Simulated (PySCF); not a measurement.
Simulation results for BClH₃OSi, AlBH₅OSi, AlH₄O₂Si, H₅OSi₂ and others

All values are calculated (PySCF 2.14.0). Calculation on a computer-drawn molecule: the log of a Hartree-Fock and frozen-core CCSD(T) single point meant for a local Hartree-Fock minimum, with one planted fault or none, to be diagnosed. Offsets are logged minus clean, where the clean run is the same molecule without the fault. The reference is restricted for singlets and unrestricted otherwise, and also for a bond in bohr or an excited solution. Adding or removing an electron swaps singlet and doublet. The excited solution moves the top pair (singlet) or top alpha electron (doublet) to the lowest empty orbital. Highest occupied and lowest empty are orbital energies over both spins, largest force is the largest gradient component, triples share is (T) over the correlation energy, the T1 limit is 0.02 restricted and 0.045 unrestricted, electrons count all cores, a negative frequency is imaginary (commonest isotopes), and the dipole is about the centre of nuclear charge.

Common to all runs: meant basis cc-pV(D+d)Z; logged SCF converged yes; possible faults no fault, one electron removed, one electron added, multiplicity raised by two, geometry at a saddle point, SCF held on an excited solution, minimal basis STO-3G, one bond length entered in bohr, all coordinates scaled.

(1) 
```xyz
7
formula=BClH3OSi meant_charge=1 meant_multiplicity=1 logged_electrons=46 logged_basis_functions=89 logged_spin_squared=2.0186 logged_highest_occupied=-14.215 logged_lowest_empty=-8.5647 logged_largest_force=0.047912 logged_T1_diagnostic=0.03145 logged_D1_diagnostic=0.17316 logged_triples_share=0.029305 logged_CC_converged=yes logged_dipole_magnitude=4.5263 logged_SCF_stable_within_its_kind=yes logged_energy_HF=-849.35087 logged_energy_CCSD(T)=-849.87165 planted_fault=multiplicity_raised_by_two HF_energy_offset_from_clean_run=104.3 CCSD(T)_energy_offset_from_clean_run=112.8
O     -1.2966    -2.2465     1.3898
Si    -1.3032    -1.3490     0.0442
B     -2.1340    -2.7925    -1.2255
Cl    -2.7789    -3.9352    -2.1768
H     -0.9892    -1.9725     2.2449
H      0.0009    -1.0483    -0.5507
H     -2.2549    -0.2365     0.0020
```

Units: logged_highest_occupied, logged_lowest_empty in eV; logged_largest_force in hartree/bohr; logged_dipole_magnitude in debye; logged_energy_HF, logged_energy_CCSD(T) in hartree; HF_energy_offset_from_clean_run, CCSD(T)_energy_offset_from_clean_run in kcal/mol.

Drawn bonds:
| atom | other atom | order |
| --- | --- | --- |
| 1 | 2 | 1 |
| 2 | 3 | 1 |
| 3 | 4 | 1 |
| 1 | 5 | 1 |
| 2 | 6 | 1 |
| 2 | 7 | 1 |

(2) 
```xyz
9
formula=AlBH5OSi meant_charge=0 meant_multiplicity=2 logged_electrons=45 logged_basis_functions=99 logged_spin_squared=0.7613 logged_highest_occupied=-8.0131 logged_lowest_empty=-0.23379 logged_largest_force=0.011268 logged_dipole_magnitude=1.1627 logged_SCF_stable_within_its_kind=no logged_energy_HF=-633.25331 planted_fault=SCF_held_on_an_excited_solution HF_energy_offset_from_clean_run=11.78
O     -1.2904     0.3499     1.6170
Si    -0.6933     0.5247     0.0810
B      1.3068     0.6739     0.0876
Al     3.3810     0.8315     0.0753
H     -2.2261     0.2700     1.7293
H     -1.0838    -0.6425    -0.7502
H     -1.2617     1.7439    -0.5482
H      4.0569     2.2585     0.1794
H      4.2639    -0.4758    -0.0483
```

Units: logged_highest_occupied, logged_lowest_empty in eV; logged_largest_force in hartree/bohr; logged_dipole_magnitude in debye; logged_energy_HF in hartree; HF_energy_offset_from_clean_run in kcal/mol.

Drawn bonds:
| atom | other atom | order |
| --- | --- | --- |
| 1 | 2 | 1 |
| 2 | 3 | 1 |
| 3 | 4 | 1 |
| 1 | 5 | 1 |
| 2 | 6 | 1 |
| 2 | 7 | 1 |
| 4 | 8 | 1 |
| 4 | 9 | 1 |

Notes: coupled-cluster numbers left out as unreliable.

(3) 
```xyz
8
formula=AlH4O2Si meant_charge=0 meant_multiplicity=2 logged_electrons=47 logged_basis_functions=94 logged_spin_squared=0.7585 logged_highest_occupied=-8.4448 logged_lowest_empty=1.0879 logged_largest_force=0.03298 logged_T1_diagnostic=0.016112 logged_D1_diagnostic=0.052271 logged_triples_share=0.022334 logged_CC_converged=yes logged_dipole_magnitude=0.91475 logged_SCF_stable_within_its_kind=yes logged_energy_HF=-683.02602 logged_energy_CCSD(T)=-683.5884 planted_fault=all_coordinates_scaled,by_+3.6_% HF_energy_offset_from_clean_run=6.356 CCSD(T)_energy_offset_from_clean_run=2.259
O      0.3406     0.9106    -2.4400
Si    -0.3778     1.5331    -1.0218
O      0.3912     0.8120     0.2812
Al     1.3057    -0.2763     1.3124
H      0.0473     1.2476    -3.3110
H     -0.2035     3.0533    -0.9707
H     -1.8739     1.2051    -1.0012
H      2.2638     0.4240     2.4607
```

Units: logged_highest_occupied, logged_lowest_empty in eV; logged_largest_force in hartree/bohr; logged_dipole_magnitude in debye; logged_energy_HF, logged_energy_CCSD(T) in hartree; HF_energy_offset_from_clean_run, CCSD(T)_energy_offset_from_clean_run in kcal/mol.

Drawn bonds:
| atom | other atom | order |
| --- | --- | --- |
| 1 | 2 | 1 |
| 2 | 3 | 1 |
| 3 | 4 | 1 |
| 1 | 5 | 1 |
| 2 | 6 | 1 |
| 2 | 7 | 1 |
| 4 | 8 | 1 |

(4) 
```xyz
8
formula=AlH4O2Si meant_charge=0 meant_multiplicity=2 logged_electrons=47 logged_basis_functions=94 logged_spin_squared=3.7598 logged_highest_occupied=-5.0724 logged_lowest_empty=-2.4172 logged_largest_force=0.085942 logged_dipole_magnitude=8.0993 logged_SCF_stable_within_its_kind=yes logged_energy_HF=-682.82343 planted_fault=multiplicity_raised_by_two HF_energy_offset_from_clean_run=133.5
O      0.3288     0.8790    -2.3552
Si    -0.3647     1.4798    -0.9863
O      0.3776     0.7838     0.2714
Al     1.2603    -0.2667     1.2668
H      0.0457     1.2042    -3.1960
H     -0.1964     2.9472    -0.9370
H     -1.8088     1.1632    -0.9664
H      2.1852     0.4093     2.3752
```

Units: logged_highest_occupied, logged_lowest_empty in eV; logged_largest_force in hartree/bohr; logged_dipole_magnitude in debye; logged_energy_HF in hartree; HF_energy_offset_from_clean_run in kcal/mol.

Drawn bonds:
| atom | other atom | order |
| --- | --- | --- |
| 1 | 2 | 1 |
| 2 | 3 | 1 |
| 3 | 4 | 1 |
| 1 | 5 | 1 |
| 2 | 6 | 1 |
| 2 | 7 | 1 |
| 4 | 8 | 1 |

Notes: coupled-cluster numbers left out as unreliable.

(5) 
```xyz
8
formula=H5OSi2 meant_charge=1 meant_multiplicity=1 logged_electrons=40 logged_basis_functions=28 logged_spin_squared=0 logged_highest_occupied=-14.675 logged_lowest_empty=-2.2162 logged_largest_force=0.032798 logged_T1_diagnostic=0.0099038 logged_D1_diagnostic=0.032614 logged_triples_share=0.016922 logged_CC_converged=yes logged_dipole_magnitude=2.9514 logged_SCF_stable_within_its_kind=yes logged_energy_HF=-647.75057 logged_energy_CCSD(T)=-647.89465 planted_fault=minimal_basis_STO-3G HF_energy_offset_from_clean_run=4794 CCSD(T)_energy_offset_from_clean_run=4963
O      0.3230     1.3111    -0.8745
Si     0.8978     0.1214     0.0812
Si    -0.7749     0.5881     1.7527
H      0.6651     1.5575    -1.7259
H      2.2172     0.3550     0.6737
H      0.6943    -1.2463    -0.4033
H     -2.1316     0.0245     1.7256
H     -0.6111     1.5911     2.8141
```

Units: logged_highest_occupied, logged_lowest_empty in eV; logged_largest_force in hartree/bohr; logged_dipole_magnitude in debye; logged_energy_HF, logged_energy_CCSD(T) in hartree; HF_energy_offset_from_clean_run, CCSD(T)_energy_offset_from_clean_run in kcal/mol.

Drawn bonds:
| atom | other atom | order |
| --- | --- | --- |
| 1 | 2 | 1 |
| 2 | 3 | 1 |
| 1 | 4 | 1 |
| 2 | 5 | 1 |
| 2 | 6 | 1 |
| 3 | 7 | 1 |
| 3 | 8 | 1 |

(6) 
```xyz
7
formula=ClH3OSi2 meant_charge=0 meant_multiplicity=1 logged_electrons=56 logged_basis_functions=98 logged_spin_squared=2.0143 logged_highest_occupied=-8.0964 logged_lowest_empty=-0.2605 logged_largest_force=0.019501 logged_T1_diagnostic=0.019657 logged_D1_diagnostic=0.10034 logged_triples_share=0.025491 logged_CC_converged=yes logged_dipole_magnitude=2.6032 logged_SCF_stable_within_its_kind=yes logged_energy_HF=-1114.00779 logged_energy_CCSD(T)=-1114.55003 planted_fault=multiplicity_raised_by_two HF_energy_offset_from_clean_run=12.49 CCSD(T)_energy_offset_from_clean_run=24.79
O     -2.2487    -0.3730    -0.2454
Si    -0.7402    -0.2236     0.4297
Si     0.0546     1.9961    -0.0954
Cl     1.8991     1.7348     0.9120
H     -2.7257    -1.1835    -0.1444
H     -0.7974    -0.4154     1.9016
H      0.1885    -1.2456    -0.1175
```

Units: logged_highest_occupied, logged_lowest_empty in eV; logged_largest_force in hartree/bohr; logged_dipole_magnitude in debye; logged_energy_HF, logged_energy_CCSD(T) in hartree; HF_energy_offset_from_clean_run, CCSD(T)_energy_offset_from_clean_run in kcal/mol.

Drawn bonds:
| atom | other atom | order |
| --- | --- | --- |
| 1 | 2 | 1 |
| 2 | 3 | 1 |
| 3 | 4 | 1 |
| 1 | 5 | 1 |
| 2 | 6 | 1 |
| 2 | 7 | 1 |
